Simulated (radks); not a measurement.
The numbers below are computed, except where a source is named.
These are the eigenvalues of the occupied orbitals of an atom or ion with whole-number occupations (eV). Code: a radial shooting solver on a logarithmic mesh with Libxc functionals. Model: Dirac Kohn-Sham, PBE, spin-unpolarised, spherical densities, finite nucleus; Fermi nuclear charge, rms radius of each element as measured or else 0.836 A^(1/3) + 0.57 fm.

| orbital | eigenvalue |
|---|---|
| 1s1/2 | -4008.813 |
| 2s1/2 | -472.0015 |
| 2p1/2 | -395.1203 |
| 2p3/2 | -391.4146 |
| 3s1/2 | -97.5258 |
| 3p1/2 | -77.7048 |
| 3p3/2 | -77.2413 |

Which element is it, and in what charge state? The configuration may be excited. Open shells, if any, are shared by 2j + 1.

Answer. Z = 20, calcium, charge +4: Ca4+ in [Ne] 3s2 3p4. The list shows which subshells hold electrons but not how many an open one holds; the 1s level, -147.32 hartree, gives Z - s = 17.2 by -(Z - s)^2/2, which with screening and relativity narrows Z to a few neighbours, and the depths of the outer levels then fix element, charge and occupations together.
